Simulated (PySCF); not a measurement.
**Shapes and spin states of TcCl₃⁺**

Level of theory: PBE/[Tc def2-SVP with ECP28, Cl def2-SVP], scalar-relativistic core potentials, density fitting, no spin–orbit coupling, PySCF.

Relaxations began from a few typed shapes and spin states; open shells are unrestricted. The search is not exhaustive: other isomers or separated fragments can lie lower, and high-lying points may rest on an excited occupation.

```tsv
spin	group	bonds	angles	imaginary modes (cm⁻¹)	ΔE (kJ/mol)	ΔE with ZPE (kJ/mol)
quartet	D3h	Tc–Cl 2.177 Å (×3)	Cl–Tc–Cl 120.0° (×3)	none	0.0	0.0
broken-symmetry Ms = 1/2 (⟨S²⟩ 1.68)	C2v	Tc–Cl 2.166 Å (×2), Tc–Cl 2.168 Å	Cl–Tc–Cl 118.5° (×2), Cl–Tc–Cl 123.0°	none	53.2	52.9
```

The lowest minimum found is the quartet D3h: Tc–Cl 2.177 Å (×3); Cl–Tc–Cl 120.0° (×3).

Formally Tc is in oxidation state +4, d3, with 3 unpaired electrons (the high-spin count). The Mulliken spin on Tc is 2.66. The polar-tensor charge on Tc, 1.40, is far below the formal one.

For the lowest minimum: with open d or f shells other occupations or spin states may lie lower.

The electron or spin density has lower symmetry than the nuclear frame for the broken-symmetry Ms = 1/2 (⟨S²⟩ 1.68) C2v at 53.2 kJ/mol.
